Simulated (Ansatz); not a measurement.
A structure relaxed at PBE/def2-SVP in Ansatz, charge -1, doublet:

```xyz
13

Ba    2.851   -2.870    1.424
Ba   -0.978   -0.112   -4.180
Ba   -2.795    2.813   -1.357
Ba    3.225   -1.024   -2.710
Ba   -3.240    1.094    2.749
Ba    0.936    0.141    4.104
Ba   -3.875   -1.491   -0.997
Ba    3.900    1.498    1.002
Ba   -0.132   -3.896   -1.824
Ba    0.030   -0.029   -0.029
Ba   -1.532   -3.172    2.428
Ba    1.539    3.189   -2.453
Ba    0.072    3.859    1.845
```

Give its formula.

the cluster Ba13⁻.

Summarise the bond lengths by kind (pairs closer than 1.2 times the sum of covalent radii, bridged metal pairs left out).

42 × Ba–Ba 4.22 to 4.61 Å.

In the def2 sets Ba takes a core potential; there is no spin–orbit coupling. The structure comes from a short search, and lower isomers may exist.
